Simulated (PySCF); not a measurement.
Compound: C9H12Si.
SMILES with atom numbers: `[CH3:1][C@@H:2]1[SiH2:3][CH:4]=[C:5]1[C:6]#[C:7][CH:8]1[CH2:9][CH2:10]1`

NICS = −σ at a ghost point: NICS(0) at the centroid of the ring atoms, NICS(1) 1 Å to either side along the normal of their mean plane, zz for the tensor component along that normal. Level: GIAO PBE0/pcSseg-1 (PySCF, non-relativistic, gas phase) on the GFN2-xTB geometry, one conformer.

Ring bond lengths (Å), with Mayer bond orders in brackets: C2–Si3 1.936 (0.89), Si3–C4 1.879 (0.95), C4–C5 1.350 (1.73), C5–C2 1.519 (0.96); C8–C9 1.509 (0.92), C9–C10 1.493 (0.98), C10–C8 1.508 (0.93).

**Question.** What do the NICS probes read (ppm)?

**Answer.** 
```
        ring                                                      type  NICS(0)  NICS(1), two faces  NICS(1)zz, two faces  rms pucker (Å)  centre to ring atoms, mean (Å)
C2–Si3–C4–C5  4-membered ring with Si; formal bonds 1 double, 3 single     -0.1         -2.5 / -2.7             3.5 / 2.4            0.00                            1.18
   C8–C9–C10            3-membered carbocycle; formal bonds all single    -43.7         -8.7 / -8.0         -24.2 / -22.2            0.00                            0.87
```

**Question.** What do they say, and how far can they be read as aromaticity?

**Answer.** 
- C2–Si3–C4–C5: mean NICS(1)zz 2.9 ppm, near zero. C2, Si3 have four or more neighbours; no verdict on aromaticity is drawn.
- C8–C9–C10: mean NICS(1)zz -23.2 ppm, shielded. C8, C9, C10 have four or more neighbours; no verdict on aromaticity is drawn. NICS(0) lies 35 ppm below the mean NICS(1).

**Question.** What field does 9.4 T along the ring normal induce along that normal at the second NICS(1) probe listed for ring C2–Si3–C4–C5, 1 Å off the ring?

**Answer.** NICSzz × B0 = 2.4 ppm × 9.4 T = 23 μT, along the applied field.

**Question.** How shielded are the nuclei of the rings and their hydrogens (means over atoms taken as equivalent)?

**Answer.** 
```
   atoms                      environment  σ isotropic (ppm)  principal values of the symmetric part, first atom (ppm)
      C2      sp3 carbon bound to silicon              151.5                                       137.2, 145.5, 171.7
     Si3                     SiH2 silicon              390.2                                       351.1, 391.2, 428.2
      C4                 alkene CH carbon               44.0                                        -65.8, 42.1, 155.8
      C5  fully substituted alkene carbon               26.8                                        -84.9, 27.0, 138.3
      C8               propargylic carbon              183.4                                       153.7, 168.2, 228.2
      C9       three-membered-ring carbon              174.5                                       143.3, 174.1, 206.3
     C10       three-membered-ring carbon              174.1                                       141.8, 173.4, 207.1
 H on C2                 methine hydrogen              29.44                                          26.8, 28.2, 33.3
H on Si3                    Si–H hydrogen              26.88                                          23.9, 24.8, 31.9
H on Si3                    Si–H hydrogen              27.23                                          24.2, 25.7, 31.8
 H on C4                 vinylic hydrogen              25.47                                          23.1, 24.8, 28.6
 H on C8                 methine hydrogen              30.13                                          22.4, 27.7, 40.3
 H on C9               methylene hydrogen              30.81                                          25.2, 26.3, 40.9
 H on C9               methylene hydrogen              30.93                                          25.2, 28.7, 38.8
```

The list is cut; further classes of hydrogen are left out.

Time: 2.2 min of wall time (grids of density and orbitals included); peak memory 1.1 GiB. Hardware: Arm Neoverse N1, one thread, no GPU, shared host. This is the whole shielding run at PBE0/pcSseg-1, SCF included.
